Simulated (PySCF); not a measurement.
C2H9NOSi2, SMILES [SiH3]/N=C\CO[SiH3]. Atoms are numbered in the order given.

```xyz
15

Si    -2.6441    -0.1596     0.9707
N     -1.6996     0.7040    -0.2365
C     -0.5913     0.4498    -0.8086
C      0.3000    -0.7727    -0.6415
O      1.6519    -0.4994    -0.9510
Si     2.6757     0.3105     0.1203
H     -2.0078    -1.3734     1.6178
H     -3.9076    -0.6009     0.2879
H     -2.9775     0.8281     2.0507
H     -0.1871     1.1707    -1.5653
H      0.1726    -1.2074     0.3792
H     -0.0587    -1.5464    -1.3607
H      2.2072     1.7199     0.3770
H      2.7270    -0.4194     1.4390
H      4.0204     0.3214    -0.5361
```
Charge 0, spin multiplicity 1.

Coordinates come from a PBE-D3(BJ)/def2-SVP optimisation. The structure was generated by enumeration; whether it is a known compound was not checked. Other conformers were not sampled.

Computed with PBE-D3(BJ)/def2-SVP (PySCF).

Frequencies are harmonic and unscaled.

Give all harmonic wavenumbers and intensities. (An estimate is asked for; the answer gives what the named calculation found.)


| mode | ν (cm⁻¹) | IR (km/mol) | moving atoms (share of kinetic energy) |
|---|---|---|---|
| 1 | 28 | 0.5 | Si 53 %, C 23 %, H 21 % |
| 2 | 64 | 1.0 | H 58 %, Si 13 %, O 10 %, N 10 %, C 8 % |
| 3 | 81 | 0.1 | H 87 % |
| 4 | 92 | 0.6 | H 64 %, N 10 %, Si 10 %, O 9 % |
| 5 | 144 | 0.5 | Si 30 %, H 25 %, C 18 %, N 16 %, O 11 % |
| 6 | 205 | 4.7 | H 35 %, O 27 %, C 22 %, Si 15 % |
| 7 | 281 | 5.7 | C 29 %, N 25 %, H 22 %, O 21 % |
| 8 | 365 | 5.1 | H 38 %, C 36 %, N 12 %, O 10 % |
| 9 | 476 | 8.1 | N 33 %, H 27 %, O 19 %, C 14 % |
| 10 | 662 | 62.9 | H 68 %, Si 12 %, C 12 % |
| 11 | 670 | 11.3 | H 51 %, N 28 %, Si 17 % |
| 12 | 685 | 63.8 | H 78 %, Si 9 % |
| 13 | 700 | 63.9 | H 53 %, Si 21 %, N 14 %, C 11 % |
| 14 | 719 | 8.7 | H 64 %, Si 14 %, O 11 % |
| 15 | 731 | 58.7 | H 51 %, Si 17 %, O 15 %, C 13 % |
| 16 | 794 | 5.7 | H 43 %, O 20 %, C 19 %, Si 12 % |
| 17 | 884 | 139.4 | H 95 % |
| 18 | 894 | 61.4 | H 95 % |
| 19 | 912 | 193.2 | H 95 % |
| 20 | 916 | 60.5 | H 95 % |
| 21 | 931 | 184.1 | H 93 % |
| 22 | 948 | 222.1 | H 88 %, Si 10 % |
| 23 | 998 | 6.2 | C 62 %, H 35 % |
| 24 | 1042 | 10.6 | C 62 %, H 33 % |
| 25 | 1126 | 209.4 | O 45 %, C 39 %, H 15 % |
| 26 | 1225 | 20.0 | H 84 % |
| 27 | 1292 | 5.2 | H 81 %, C 15 % |
| 28 | 1339 | 12.2 | H 79 %, C 14 % |
| 29 | 1400 | 8.5 | H 92 % |
| 30 | 1736 | 180.5 | C 54 %, N 44 % |
| 31 | 2099 | 118.5 | H 97 % |
| 32 | 2147 | 91.2 | H 97 % |
| 33 | 2150 | 102.0 | H 97 % |
| 34 | 2177 | 84.2 | H 97 % |
| 35 | 2184 | 95.2 | H 96 % |
| 36 | 2213 | 101.2 | H 96 % |
| 37 | 2913 | 32.1 | H 92 % |
| 38 | 2920 | 58.9 | H 94 % |
| 39 | 2970 | 12.8 | H 90 %, C 10 % |
